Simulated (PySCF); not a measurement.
**Excitation energy of C²⁺ by level of theory**

C²⁺ [He] 2s2 (1S) → C²⁺ [He] 2s1 2p1 (3P), as a difference of total energies. Computed with PySCF 2.14 in aug-cc-pVQZ-DK, with the spin-free X2C one-electron Hamiltonian (Gaussian nucleus). Correlated levels: valence: 1s2 frozen. The calculations carry no spin-orbit coupling.

```csv
method,excitation energy (eV)
UHF,4.661
LDA,5.725
PBE,5.615
PBE0,5.560
r2SCAN,5.073
BP86,5.724
r2SCANh,5.113
PW91,5.595
M06-L,5.447
MP2 (valence),5.802
SCS-MP2 (valence),6.118
```

Task: How much does correlation contribute at MP2 (valence)?

Result: 5.802 − (4.661) = 1.141 eV, measured against UHF.

A first-order spin-orbit estimate (lowest level to lowest level, LS coupling) adds -0.007 eV.
